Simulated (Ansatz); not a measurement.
Gas-phase electronic energies from Ansatz, PBE0-D4/def2-TZVP geometries. CCSD(T)/CBS is the MP2 limit (def2-TZVPP, def2-QZVPP) plus CCSD(T) − MP2 in def2-TZVPP, frozen cores. DFT in def2-TZVPP. B3LYP here is the variant with VWN-RPA as its local correlation; programs differ in this. Each species was taken in one conformer, which may not be the lowest.

Reaction (cleavage of the Si–Si bond): `CB(N)[SiH2][SiH3]` + `O[SiH](F)F` → `F[SiH](F)O[SiH3]` + `CB(N)[SiH3]`

`CB(N)[SiH2][SiH3]`:

Z-matrix (Å, degrees):
```
C
B 1 1.572
H 1 1.095 2 110.8
H 1 1.095 2 113.7 3 -121.7
H 1 1.096 2 110.8 3 116.7
N 2 1.392 1 120.6 3 122.7
Si 2 2.027 1 121.0 3 -59.1
H 6 1.009 2 122.6 1 0.0
H 6 1.006 2 123.9 1 -179.7
Si 7 2.341 2 110.1 1 -68.2
H 7 1.496 2 112.6 1 171.7
H 7 1.493 2 111.9 1 50.8
H 10 1.490 7 110.2 2 57.5
H 10 1.489 7 112.4 2 178.1
H 10 1.490 7 110.4 2 -61.2
```

`O[SiH](F)F`:

Z-matrix (Å, degrees):
```
Si
F 1 1.584
F 1 1.584 2 105.5
O 1 1.614 2 111.2 3 -120.7
H 1 1.463 2 110.2 3 118.9
H 4 0.958 1 120.9 2 58.5
```

`F[SiH](F)O[SiH3]`:

Cartesian coordinates in Å:
```
F 1.585 -1.065 -1.510
Si 0.170 -1.304 -0.845
F 0.380 -2.387 0.289
O -0.373 0.058 -0.207
Si -0.268 1.347 0.810
H -0.759 -1.823 -1.849
H -1.476 2.179 0.605
H 0.951 2.129 0.494
H -0.211 0.866 2.212
```

`CB(N)[SiH3]`:

Cartesian coordinates in Å:
```
C -0.065 -1.617 0.151
B 0.265 -0.080 0.165
N 1.419 0.387 0.788
Si -0.961 1.277 -0.714
H -0.161 -1.985 -0.876
H 0.684 -2.233 0.659
H -1.034 -1.810 0.623
H 1.679 1.358 0.828
H 2.077 -0.225 1.246
H -2.333 1.241 -0.128
H -1.115 1.013 -2.175
H -0.455 2.675 -0.569
```

| level | ΔE (kJ/mol) | difference from CCSD(T)/CBS |
| --- | --- | --- |
| r2SCAN-D4 | -86.6 | 8.5 |
| PBE0-D4 | -76.1 | 19.0 |
| B3LYP-D4 | -96.2 | -1.1 |
| ωB97X-V | -93.2 | 1.9 |
| B2PLYP | -100.9 | -5.8 |
| PBE | -69.0 | 26.1 |
| r2SCAN | -87.3 | 7.8 |
| PBE0 | -77.6 | 17.5 |
| HF/def2-TZVPP | -127.4 | -32.3 |
| SCS-MP2/def2-TZVPP | -107.2 | -12.1 |
| CCSD(T)/def2-TZVPP | -94.7 | 0.4 |
| HF/def2-QZVPP | -130.6 | -35.5 |
| MP2/def2-QZVPP | -101.2 | -6.1 |
| SCS-MP2/def2-QZVPP | -108.3 | -13.2 |
| MP2/CBS(def2) | -100.3 | -5.2 |
| CCSD/CBS(def2) | -100.1 | -5.0 |
| CCSD(T)/CBS | -95.1 | 0 |

Largest T1 diagnostic among the species: 0.013.

From PBE to PBE0 (25 % exact exchange), in def2-TZVPP and without D4, ΔE moves by −8.6 kJ/mol. In def2-TZVPP, CCSD(T) changes the Hartree–Fock value by +32.7 kJ/mol (the triples alone add +4.9 kJ/mol) and MP2 by +27.5 kJ/mol.
